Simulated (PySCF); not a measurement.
C₅H₉N₂P.
Z-matrix (Å and degrees, GFN2-xTB geometry), rows numbered from 1:
```
C 
C   1  1.5268
N   2  1.4412  1  111.14
C   3  1.3427  2  125.17  1   -81.28
P   4  1.7205  3  112.45  2   177.09
C   5  1.7745  4   85.81  3    -0.36
C   6  1.4903  5  125.40  4  -179.54
N   6  1.3085  5  114.68  4     0.19
H   1  1.0864  2  109.98  3  -178.90
H   1  1.0879  2  110.50  3    60.95
H   1  1.0871  2  110.04  3   -59.08
H   2  1.0936  1  110.29  3  -120.88
H   2  1.0920  1  110.13  3   118.29
H   4  1.0756  3  119.44  2    -3.51
H   7  1.0901  6  110.21  5    75.74
H   7  1.0871  6  109.60  5  -164.68
H   7  1.0883  6  110.54  5   -43.59
```

Definitions: NICS(0) = −σiso at the ring centroid; NICS(1) = −σiso and NICS(1)zz = −σzz at ±1 Å along the ring normal z. Level: GIAO PBE0/pcSseg-1 (PySCF, non-relativistic, gas phase) on the GFN2-xTB geometry, one conformer.

Ring bond lengths (Å), with Mayer bond orders in brackets: N3–C4 1.343 (1.23), C4–P5 1.720 (1.40), P5–C6 1.774 (1.20), C6–N8 1.308 (1.54), N8–N3 1.321 (1.16).

Problem. What do the NICS probes read (ppm)?

Solution. 
```tsv
ring	type	NICS(0)	NICS(1), two faces	NICS(1)zz, two faces	rms pucker (Å)	centre to ring atoms, mean (Å)
N3–C4–P5–C6–N8	5-membered ring with 2 N and P; formal bonds all aromatic	-12.2	-11.9 / -12.1	-27.4 / -28.9	0.00	1.26
```

Problem. What can be read from them?

Solution. 
- N3–C4–P5–C6–N8: mean NICS(1)zz -28.2 ppm, shielded.

Problem. What does the geometric index give? HOMA takes Krygowski's 1993 parameters.

Solution. 
- N3–C4–P5–C6–N8: HOMA 0.83; the largest term is that of P5–C6, α(R − Ropt)² = 0.70.

Problem. At the second NICS(1) probe listed for ring N3–C4–P5–C6–N8, 1 Å off the ring, how large is the induced field along the normal in 11.7 T applied along it?

Solution. NICSzz × B0 = -28.9 ppm × 11.7 T = -338 μT, against the applied field.

Problem. List the ring angles and the Hirshfeld charges of the ring atoms.

Solution. 
- N3–C4–P5–C6–N8: N3 115.9° (+0.051 e), C4 112.4° (-0.078 e), P5 85.8° (-0.010 e), C6 114.7° (-0.016 e), N8 111.2° (-0.132 e); sum 540.0° against 540° for a flat convex ring.

Problem. How shielded are the nuclei of the rings and their hydrogens (means over atoms taken as equivalent)?

Solution. 
| atoms | environment | σ isotropic (ppm) |
| --- | --- | --- |
| N3 | pyrrole-type nitrogen | 13.7 |
| C4 | aromatic CH next to a ring nitrogen | 23.0 |
| P5 | phosphorus bonded to 2 C | 200.0 |
| C6 | substituted aromatic carbon | 5.8 |
| N8 | pyridine-type nitrogen | -100.7 |
| H14 | aromatic hydrogen | 23.18 |
